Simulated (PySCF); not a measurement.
```xyz
3
charge -1 multiplicity 3, angstrom
Ir    0.0000    0.0000   -0.2284
S     1.9523    0.0000    0.6652
S    -1.9523    0.0000    0.6652
```

These are results of UB3LYP in PySCF with Ir def2-SVPD with ECP60, S def2-SVPD; scalar-relativistic core potentials, no spin–orbit coupling; density-fitted integrals, not measurements.

This geometry of IrS₂⁻ is a stationary point at this level.

**Question.** What is the point group?

**Answer.** C2v.

**Question.** Is it a minimum?

**Answer.** Yes: all harmonic wavenumbers are real.

**Question.** What are the dipole moment and the gap between the highest occupied and lowest empty levels of either spin?

**Answer.** 2.38 D about the centre of mass and 1.63 eV.

**Question.** Give the atomic charges and bond orders.

**Answer.** 
| atom | Mulliken | Löwdin | polar tensor | spin (Mulliken) | Mayer order to Ir1 |
| --- | --- | --- | --- | --- | --- |
| Ir1 | 0.34 | -0.28 | 0.42 | 1.28 | – |
| S2,3 | -0.67 | -0.36 | -0.71 | 0.36 | 1.67 |
Other Mayer orders above 0.3: S–S 0.37.

Only a few start shapes were tried, so a lower isomer may exist. With open d or f shells other occupations or spin states may lie lower. The lowest empty level of this anion is unbound, so it and the gap depend on the basis. Spin–orbit coupling, left out here, can matter for elements this heavy.
